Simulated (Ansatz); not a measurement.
## Which method gave which barrier?

Saddle point of BH$_{3}$Cl$_{2}$F$_{2}$, singlet (BHCl₂ ([Cl][BH][Cl]) + HF + HF → BCl₂F ([F][B]([Cl])[Cl]) + HF + H₂; bonds formed: B1–F6, H2–H7, H5–F8; bonds broken: B1–H2, H5–F6, H7–F8), PBE0-D4/def2-TZVP structure:

```json
{"atom": "B1", "x (Å)": "-0.4836", "y (Å)": "0.2889", "z (Å)": "-0.5727"}
{"atom": "H2", "x (Å)": "0.8154", "y (Å)": "0.1858", "z (Å)": "-0.6050"}
{"atom": "Cl3", "x (Å)": "-1.1161", "y (Å)": "-0.7918", "z (Å)": "-1.8389"}
{"atom": "Cl4", "x (Å)": "-0.8611", "y (Å)": "2.0269", "z (Å)": "-0.6567"}
{"atom": "H5", "x (Å)": "0.1177", "y (Å)": "-0.5573", "z (Å)": "1.2887"}
{"atom": "F6", "x (Å)": "-0.8906", "y (Å)": "-0.2437", "z (Å)": "0.7848"}
{"atom": "H7", "x (Å)": "1.1858", "y (Å)": "-0.2342", "z (Å)": "0.2904"}
{"atom": "F8", "x (Å)": "1.2326", "y (Å)": "-0.6745", "z (Å)": "1.3093"}
```

Program: Ansatz 0.2.0. Basis: def2-TZVPP, with def2-QZVPP for the basis limit. Cores are frozen in the correlated methods. Extrapolation: Hartree–Fock as exp(−7.88 √X), correlation as X^−2.97. Four methods, as single points on the PBE0-D4 structures, gave these electronic barriers from the start structure: 10.44, 13.72, 17.78, 35.54 kcal/mol.

The methods were, in alphabetical order, HF, MP2, PBE-D4, PBE0-D4. Which gave which? (A judgement: the text doesn't fix the answer.)

Computed: PBE-D4 10.44; PBE0-D4 13.72; MP2 17.78; HF 35.54 kcal/mol. For comparison, CCSD(T) at an estimated basis limit (MP2 extrapolated from triple and quadruple zeta, plus CCSD(T) − MP2 in triple zeta) gives 20.38 kcal/mol.

The T1 diagnostic stays at or below 0.011.

Labels in which every atom is bracketed show which atoms are joined, not bond orders.

For scale, one of the runs: CCSD(T)/def2-TZVPP, 219 basis functions, launched by `ansatz run in.yaml --threads 4 --pin off --events-out ev --progress --plain --max-ram 9574MiB`. The run took 110 s on 4 CPU threads of an Arm Neoverse V1 (shared host), with 3.4 GiB of host memory at its peak.
